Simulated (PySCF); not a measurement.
Tl⁺: excitation energy

Tl⁺ [Xe] 4f14 5d10 6s2 (1S) → Tl⁺ [Xe] 4f14 5d10 6s1 7s1 (3S), as a difference of total energies. All numbers are calculated (PySCF 2.14, a scalar-relativistic core potential, in aug-cc-pVQZ-PP with one added diffuse shell each of s, p, d, f, g type with ECP60MDF (8s8p6d4f3g, 117 functions)). Correlated levels: valence: 5s2 5p6 5d10 frozen. The calculations carry no spin-orbit coupling.

```
           method  excitation energy (cm⁻¹)  error (cm⁻¹)
              UHF                     91232        -13998
              LDA                    107660         +2433
              PBE                    103920         -1310
             PBE0                    102090         -3142
           r2SCAN                    103820         -1411
          wB97X-V                    102690         -2537
           revPBE                    102870         -2363
            B97-3                    103730         -1495
    MP2 (valence)                     95245         -9984
SCS-MP2 (valence)                     96586         -8643
```

Reference: 105230 cm⁻¹ (measured; NIST levels).

Errors of the correlated levels include the incompleteness of this basis and the frozen core.
